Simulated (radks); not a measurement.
Tb+, 64 electrons, occupied as [Xe] 4f9 6s1. All-electron calculation, Dirac Kohn-Sham, PBE, spin-unpolarised, spherical densities, finite nucleus; open shells fill j = l - 1/2 first; Fermi nuclear charge, rms radius 5.06 fm. Program: a radial shooting solver on a logarithmic mesh with Libxc functionals.

Spin-orbit splittings of the eigenvalues, e(l+1/2) - e(l-1/2), with zeta = 2 splitting/(2l+1) and mean radii in bohr:

shell,occ.,splitting (eV),zeta (eV),<r> j=l-1/2,<r> j=l+1/2
2p,6,746.6,497.7,0.07589,0.08284
3p,6,154.1,102.7,0.2286,0.2418
3d,10,33.63,13.45,0.2141,0.2182
4p,6,34.29,22.86,0.5528,0.5830
4d,10,6.191,2.477,0.6178,0.6286
4f,9,0.7825,0.2236,0.8949,0.9150
5p,6,4.373,2.915,1.500,1.603
